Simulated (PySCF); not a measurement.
# Two-photon absorption: terephthalaldehyde, C₈H₆O₂

Molfile (atoms numbered from 1):
```
C8H6O2
     RDKit          3D

 16 16  0  0  0  0  0  0  0  0999 V2000
    3.5070    0.5860   -0.9194 O   0  0  0  0  0  0  0  0  0  0  0  0
    2.8474   -0.1214   -0.2022 C   0  0  0  0  0  0  0  0  0  0  0  0
    1.3692   -0.0598   -0.0975 C   0  0  0  0  0  0  0  0  0  0  0  0
    0.6586    0.8680   -0.8686 C   0  0  0  0  0  0  0  0  0  0  0  0
   -0.7249    0.9263   -0.7710 C   0  0  0  0  0  0  0  0  0  0  0  0
   -1.4033    0.0596    0.0956 C   0  0  0  0  0  0  0  0  0  0  0  0
   -2.8814    0.1203    0.2009 C   0  0  0  0  0  0  0  0  0  0  0  0
   -3.5402   -0.5872    0.9187 O   0  0  0  0  0  0  0  0  0  0  0  0
   -0.6923   -0.8681    0.8666 C   0  0  0  0  0  0  0  0  0  0  0  0
    0.6912   -0.9267    0.7692 C   0  0  0  0  0  0  0  0  0  0  0  0
    3.3280   -0.8944    0.4504 H   0  0  0  0  0  0  0  0  0  0  0  0
    1.2196    1.5281   -1.5336 H   0  0  0  0  0  0  0  0  0  0  0  0
   -1.2935    1.6458   -1.3673 H   0  0  0  0  0  0  0  0  0  0  0  0
   -3.3628    0.8927   -0.4520 H   0  0  0  0  0  0  0  0  0  0  0  0
   -1.2533   -1.5283    1.5316 H   0  0  0  0  0  0  0  0  0  0  0  0
    1.2598   -1.6463    1.3654 H   0  0  0  0  0  0  0  0  0  0  0  0
  1  2  2  0
  2  3  1  0
  3  4  1  0
  4  5  2  0
  5  6  1  0
  6  7  1  0
  7  8  2  0
  6  9  2  0
  9 10  1  0
 10  3  2  0
  2 11  1  0
  4 12  1  0
  5 13  1  0
  7 14  1  0
  9 15  1  0
 10 16  1  0
M  END
```

Method: TDDFT CAM-B3LYP/aug-cc-pVDZ excited states, vertical, gas phase in PySCF. Geometry: PBE0-D3(BJ)/def2-SVP.

Singlets 7 and 8 lie within 0.01 eV of each other, so their separate moments and overlaps can depend on how they mix.

Problem. Give the one- and two-photon strengths of the lowest singlets.

Solution. δ for parallel linear polarisation; σ at the peak of a Lorentzian of half width 0.1 eV, single beam; Ω is circular over linear.
```tsv
state	E (eV)	f	photon λ (nm)	δ (au)	σ (GM)	Ω	main
S1	3.68	0.000	675	0.18	0.00	1.50	HOMO−1→LUMO 0.76, HOMO−2→LUMO+3 0.20
S2	3.73	0.000	664	<0.1	0.00	–	HOMO−2→LUMO 0.74, HOMO−1→LUMO+3 0.22
S3	4.61	0.035	538	<0.1	0.00	–	HOMO−3→LUMO 0.59, HOMO→LUMO 0.28
S4	4.94	0.423	502	<0.1	0.00	–	HOMO→LUMO 0.66, HOMO−3→LUMO 0.26
S5	6.46	0.280	384	<0.1	0.00	–	HOMO→LUMO+1 0.76, HOMO−3→LUMO 0.13
S6	6.48	0.002	383	<0.1	0.00	–	HOMO−1→LUMO+3 0.38, HOMO−2→LUMO+1 0.17
```

Among these, the strongest one-photon state is S4, the strongest two-photon state S1, with a dipole change of 0.0 D (relaxed, norm of the difference vector).
